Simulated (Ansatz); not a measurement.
Computed with Ansatz.

A structure relaxed at PBE0-D4/def2-TZVP, charge 0, multiplicity 1:

```xyz
12

C    -0.659   -1.123    1.620
S     0.741   -1.594    0.569
Ge    1.148    0.361   -0.398
C    -0.338    0.906   -1.540
H    -0.927   -2.005    2.202
H    -0.386   -0.322    2.308
H    -1.524   -0.824    1.028
H     2.434    0.151   -1.214
H     1.381    1.415    0.705
H    -0.111    1.860   -2.020
H    -0.509    0.152   -2.309
H    -1.249    1.023   -0.952
```

(1) Give its formula and SMILES.

(2) Summarise the bond lengths by kind.

## Answers

(1) C2H8GeS, `C[S][GeH2][CH3]`.

(2) 1 × C–S 1.813 Å; 6 × C–H 1.090 to 1.092 Å; 1 × Ge–S 2.219 Å; 1 × C–Ge 1.952 Å; 2 × Ge–H 1.538 to 1.544 Å.
